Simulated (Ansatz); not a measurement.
```xyz
6

O    -1.240   -0.063    0.654
Ga    0.431    0.368    0.194
S     1.132   -0.734   -1.561
H    -1.570    0.407    1.422
H     1.280    1.415    0.969
H    -0.033   -1.394   -1.678
```

Total charge 0; spin multiplicity 1.

**Question.** List the PBE/def2-TZVPP orbital energies in eV (the Gaussian-basis code of Ansatz). (An estimate is asked.)

**Answer.** Ansatz gave: Occupied: -10093.98, -2395.79, -1233.87, -1093.59, -1093.49, -1093.47, -510.11, -208.74, -154.88, -154.79, -154.68, -143.71, -98.32, -98.08, -98.04, -24.46, -20.42, -20.25, -20.22, -20.21, -20.01, -17.78, -12.19, -10.68, -9.47, -7.88, -7.55, -7.49, -6.43. Lowest empty: -1.63, -1.09, -0.30, 0.13, 2.03, 2.28, 3.38, 4.08.
